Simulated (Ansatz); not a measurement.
Total energies of `F[BH][GaH][F]`.

```xyz
6

F    -1.210   -1.372    1.079
B    -1.029   -0.478    0.126
Ga    0.912    0.296   -0.227
F     1.167    1.862    0.556
H    -2.009   -0.153   -0.491
H     2.169   -0.154   -1.044
```

Total charge 0; spin multiplicity 1. Correlated methods include outer-core shells of Ga, which these sets cover unevenly. Scalar relativity is left out up to krypton. The geometry is a stationary point of PBE0-D4/def2-TZVP. It is one conformer, not always the lowest. Basis def2-TZVPP, Ansatz 0.2.0.

RPA on PBE orbitals: Hartree–Fock energy of these orbitals -2148.07554 Eh, correlation -1.26906 Eh (frozen core).

```tsv
functional	energy without D4 (Eh)	D4 term (kJ/mol)
LDA (SPW92)	-2146.16015	–
PBE	-2150.22869	-8.6
revPBE	-2150.53720	-23.9
BLYP	-2150.80168	-18.7
r2SCAN	-2150.64389	-2.0
B97M-V	-2150.32428	–
PBE0	-2150.27217	-7.2
B3LYP	-2150.81482	-14.0
r2SCANh	-2150.62099	-2.1
r2SCAN0	-2150.58835	-2.4
HSE06 (plane-wave form)	-2150.26171	-6.8
BHLYP	-2150.64749	-11.7
CAM-B3LYP	-2150.81583	-7.4
LC-ωPBE	-2150.37521	–
ωB97X-V	-2150.50513	–
ωB97M-V	-2150.58840	–
B2PLYP	-2150.26232	–
PBE-QIDH	-2149.90846	–
```

B3LYP takes the VWN-RPA correlation (the form of Gaussian; ORCA's B3LYP/G). HSE06 is the plane-wave form, built on full-range PBE exchange. The double hybrids freeze the cores in their second-order part.

LC-ωPBE has ω = 0.4 bohr⁻¹.
